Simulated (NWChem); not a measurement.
System: GaH2I; SMILES [GaH2][I]

The following NWChem deck was run.

```
start job
memory heap 200 mb stack 900 mb global 1100 mb
geometry units angstroms noautoz
  Ga     0.000000     0.000000    -1.555029
  H      0.000000     1.404872    -2.234167
  H      0.000000    -1.404872    -2.234167
  I      0.000000     0.000000     0.940194
end
basis spherical
  Ga library def2-svp
  H library def2-svp
  I library def2-svp
end
ecp
  I library def2-ecp
end
dft
  xc xperdew91 perdew91
  iterations 150
  mulliken
end
task dft energy
```

Output (shortened):

```
             Northwest Computational Chemistry Package (NWChem) 7.3.0
             --------------------------------------------------------

 C2V symmetry detected

                             Geometry "geometry" -> ""
                             -------------------------

 Output coordinates in angstroms (scale by  1.889725989 to convert to a.u.)

  No.       Tag          Charge          X              Y              Z
 ---- ---------------- ---------- -------------- -------------- --------------
    1 Ga                  31.0000     0.00000000     0.00000000    -1.52195980
    2 H                    1.0000     0.00000000     1.40487200    -2.20109780
    3 H                    1.0000     0.00000000    -1.40487200    -2.20109780
    4 I                   53.0000     0.00000000     0.00000000     0.97326320

 Effective nuclear repulsion energy (a.u.)     385.8140484965

      Symmetry information
      --------------------

 Group name             C2v
 Group number             16
 Group order               4
 No. of unique centers     3

 Summary of "ao basis" -> "ao basis" (spherical)
 ------------------------------------------------------------------------------
       Tag                 Description            Shells   Functions and Types
 ---------------- ------------------------------  ------  ---------------------
 Ga                         def2-svp                12       32   5s4p3d
 H                          def2-svp                 3        5   2s1p
 I                          def2-svp                10       26   4s4p2d

      Symmetry analysis of basis
      --------------------------

        a1         31
        a2          6
        b1         14
        b2         17

            General Information
            -------------------
          SCF calculation type: DFT
          Wavefunction type:  closed shell.
          No. of atoms     :     4
          No. of electrons :    58
           Alpha electrons :    29
            Beta electrons :    29
          Charge           :     0
          Spin multiplicity:     1
          Use of symmetry is: on ; symmetry adaption is: on
          Maximum number of iterations: 150
          AO basis - number of functions:    68
                     number of shells:    28
          Convergence on energy requested:  1.00D-06
          Convergence on density requested:  1.00D-05
          Convergence on gradient requested:  5.00D-04

              XC Information
              --------------
                 Perdew 1991   Exchange Functional  1.000
                Perdew 1991 Correlation Functional  1.000 non-local
            Perdew 1991 LDA Correlation Functional  1.000 local

             Grid Information
             ----------------
          Grid used for XC integration:  medium
          Radial quadrature: Mura-Knowles
          Angular quadrature: Lebedev.
          Tag              B.-S. Rad. Rad. Pts. Rad. Cut. Ang. Pts.
          ---              ---------- --------- --------- ---------
          Ga                  1.30      112           9.0       590
          H                   0.35       45          10.0       434
          I                   1.40      123          10.0       590
          Grid pruning is: on
          Number of quadrature shells:   280
          Spatial weights used:  Erf1

      Superposition of Atomic Density Guess
      -------------------------------------

 Sum of atomic energies:       -2271.10153895

      Non-variational initial energy
      ------------------------------

 Total energy =   -2220.902804
 1-e energy   =   -3588.606882
 2-e energy   =    1174.508843
 HOMO         =      -0.325730
 LUMO         =      -0.007666

      Symmetry analysis of molecular orbitals - initial
      -------------------------------------------------

  Numbering of irreducible representations:

     1 a1          2 a2          3 b1          4 b2

  Orbital symmetries:

     1 a1          2 a1          3 b2          4 a1          5 b1
     6 a1          7 a1          8 a1          9 b2         10 b1
    11 b2         12 a1         13 b1         14 a1         15 b2
    16 b1         17 a1         18 a2         19 a1         20 b2
    21 a1         22 a2         23 b1         24 a1         25 a1
    26 b2         27 a1         28 b1         29 b2         30 b1
    31 a1         32 a1         33 a1         34 b2         35 a1
    36 b2         37 b1         38 b1         39 a1

     ---------------------------------------------
      Total Density - Mulliken Population Analysis
     ---------------------------------------------

    Atom       Charge   Shell Charges
 -----------   ------   -------------------------------------------------------
    1 Ga  31    30.23   2.00  2.00  2.00  0.98  0.23  6.00  5.98  0.62  0.38  8.09  1.83  0.13
    2 H    1     1.16   0.68  0.46  0.01
    3 H    1     1.16   0.68  0.46  0.01
    4 I   25    25.46   1.83  0.22  1.23  0.67  2.92  3.14  2.70  2.75  9.82  0.19

   convergence    iter        energy       DeltaE   RMS-Dens  Diis-err
 ---------------- ----- ----------------- --------- --------- ---------
 d= 0,ls=0.0,diis     1  -2223.7441480605 -2.42D+03  1.94D-02  2.31D-01
 d= 0,ls=0.0,diis     2  -2223.7028793124  4.13D-02  1.39D-02  3.70D-01
 d= 0,ls=0.0,diis     3  -2223.7764271593 -7.35D-02  4.09D-03  5.63D-02
 d= 0,ls=0.0,diis     4  -2223.7856348934 -9.21D-03  4.48D-04  7.90D-03
 d= 0,ls=0.0,diis     5  -2223.7859876936 -3.53D-04  3.39D-04  3.59D-04
  Resetting Diis
 d= 0,ls=0.0,diis     6  -2223.7860232884 -3.56D-05  7.89D-05  2.58D-05
 d= 0,ls=0.0,diis     7  -2223.7860274958 -4.21D-06  4.48D-05  1.01D-06
 d= 0,ls=0.0,diis     8  -2223.7860272940  2.02D-07  2.77D-05  2.38D-06
 d= 0,ls=0.0,diis     9  -2223.7860276972 -4.03D-07  4.19D-06  9.27D-08

         Total DFT energy =    -2223.786027697189
      One electron energy =    -3587.564010218221
           Coulomb energy =     1268.818673368635
    Exchange-Corr. energy =      -98.235925985180
 Nuclear repulsion energy =      193.195235137577

 Numeric. integr. density =       57.999977698758

                  Occupations of the irreducible representations
                  ----------------------------------------------

                     irrep           alpha         beta
                     --------     --------     --------
                     a1               14.0         14.0
                     a2                2.0          2.0
                     b1                6.0          6.0
                     b2                7.0          7.0

                       DFT Final Molecular Orbital Analysis
                       ------------------------------------

 Vector   27  Occ=2.000000D+00  E=-2.862884D-01  Symmetry=a1
              MO Center= -9.8D-16,  3.8D-14, -5.5D-03, r^2= 4.0D+00
   Bfn.  Coefficient  Atom+Function         Bfn.  Coefficient  Atom+Function
  ----- ------------  ---------------      ----- ------------  ---------------
    55      0.506707  4 I  pz                58      0.373667  4 I  pz
    14     -0.274189  1 Ga pz                52     -0.204690  4 I  pz
    49     -0.166320  4 I  pz                33      0.155953  2 H  s
    38      0.155953  3 H  s                 11      0.148311  1 Ga pz
    17     -0.106666  1 Ga pz                46      0.097990  4 I  s

 Vector   28  Occ=2.000000D+00  E=-2.485196D-01  Symmetry=b1
              MO Center=  2.8D-15, -8.2D-16,  7.7D-01, r^2= 2.3D+00
   Bfn.  Coefficient  Atom+Function         Bfn.  Coefficient  Atom+Function
  ----- ------------  ---------------      ----- ------------  ---------------
    53      0.584101  4 I  px                56      0.507904  4 I  px
    50     -0.237639  4 I  px                47     -0.192470  4 I  px
    12      0.120335  1 Ga px                15      0.100605  1 Ga px
     9     -0.062453  1 Ga px                21      0.039426  1 Ga d  1
    31     -0.034416  1 Ga d  1              67      0.025493  4 I  d  1

 Vector   29  Occ=2.000000D+00  E=-2.317658D-01  Symmetry=b2
              MO Center= -5.3D-16, -1.8D-16,  6.4D-01, r^2= 3.0D+00
   Bfn.  Coefficient  Atom+Function         Bfn.  Coefficient  Atom+Function
  ----- ------------  ---------------      ----- ------------  ---------------
    54      0.585145  4 I  py                57      0.523703  4 I  py
    51     -0.237784  4 I  py                48     -0.192304  4 I  py
    33     -0.120050  2 H  s                 38      0.120050  3 H  s
    34     -0.116172  2 H  s                 39      0.116172  3 H  s
    19     -0.074315  1 Ga d -1              13     -0.062935  1 Ga py

 Vector   30  Occ=0.000000D+00  E=-1.028909D-01  Symmetry=b1
              MO Center=  1.4D-17, -1.4D-16, -1.3D+00, r^2= 4.0D+00
   Bfn.  Coefficient  Atom+Function         Bfn.  Coefficient  Atom+Function
  ----- ------------  ---------------      ----- ------------  ---------------
    15      0.658174  1 Ga px                12      0.481437  1 Ga px
    56     -0.285027  4 I  px                 9     -0.230968  1 Ga px
    53     -0.199999  4 I  px                50      0.082045  4 I  px
     6      0.074473  1 Ga px                47      0.065372  4 I  px
    67      0.064525  4 I  d  1              62     -0.044909  4 I  d  1

 Vector   31  Occ=0.000000D+00  E=-4.670370D-02  Symmetry=a1
              MO Center=  5.7D-14,  2.1D-15, -7.6D-01, r^2= 5.0D+00
   Bfn.  Coefficient  Atom+Function         Bfn.  Coefficient  Atom+Function
  ----- ------------  ---------------      ----- ------------  ---------------
     4      0.867833  1 Ga s                 58      0.664606  4 I  pz
     5      0.603855  1 Ga s                 17      0.507955  1 Ga pz
    46     -0.437176  4 I  s                 34     -0.405624  2 H  s
    39     -0.405624  3 H  s                  3     -0.332419  1 Ga s
    55      0.304211  4 I  pz                45     -0.261980  4 I  s

 Vector   32  Occ=0.000000D+00  E= 1.549111D-02  Symmetry=a1
              MO Center= -5.1D-16,  6.5D-15, -2.3D+00, r^2= 4.2D+00
   Bfn.  Coefficient  Atom+Function         Bfn.  Coefficient  Atom+Function
  ----- ------------  ---------------      ----- ------------  ---------------
    17      1.253767  1 Ga pz                34      0.838763  2 H  s
    39      0.838763  3 H  s                  5     -0.540215  1 Ga s
    46     -0.490783  4 I  s                  4     -0.475674  1 Ga s
    58      0.348202  4 I  pz                14      0.252397  1 Ga pz
    33      0.199515  2 H  s                 38      0.199515  3 H  s

     ---------------------------------------------
      Total Density - Mulliken Population Analysis
     ---------------------------------------------

    Atom       Charge   Shell Charges
 -----------   ------   -------------------------------------------------------
    1 Ga  31    30.76   2.00  2.00  1.99  1.20  0.12  6.00  5.98  0.94  0.46  8.01  1.83  0.23
    2 H    1     1.04   0.69  0.34  0.01
    3 H    1     1.04   0.69  0.34  0.01
    4 I   25    25.15   1.83  0.22  1.37  0.52  2.94  3.12  2.63  2.50  9.79  0.23

     -------------------------------------------
      Total Density - Lowdin Population Analysis
     -------------------------------------------

    Atom       Charge   Shell Charges
 -----------   ------   -------------------------------------------------------
    1 Ga  31    30.94   2.00  2.00  1.95  0.80  0.34  5.99  5.84  1.03  0.77  7.74  2.03  0.45
    2 H    1     1.06   0.59  0.44  0.02
    3 H    1     1.06   0.59  0.44  0.02
    4 I   25    24.94   1.25  0.73  1.06  0.76  2.77  3.18  2.50  2.66  9.47  0.55

     Multipole analysis of the density
     ---------------------------------

     L   x y z        total         alpha         beta         nuclear
     -   - - -        -----         -----         ----         -------
     0   0 0 0     -0.000000    -29.000000    -29.000000     58.000000

     1   1 0 0     -0.000000     -0.000000     -0.000000      0.000000
     1   0 1 0      0.000000      0.000000      0.000000      0.000000
     1   0 0 1     -0.525481     25.486070     25.486070    -51.497621

     2   2 0 0    -31.796832    -15.898416    -15.898416      0.000000
     2   1 1 0      0.000000      0.000000      0.000000      0.000000
     2   1 0 1      0.000000      0.000000      0.000000      0.000000
     2   0 2 0    -34.705439    -24.400805    -24.400805     14.096172
     2   0 1 1     -0.000000     -0.000000     -0.000000      0.000000
     2   0 0 2    -31.723338   -203.660201   -203.660201    375.597064
```

Level: PW91/def2-SVP with def2 effective core potentials on I. Coordinates come from a PBE0/def2-SVP optimisation. def2 effective core potentials on I; no spin-orbit coupling.
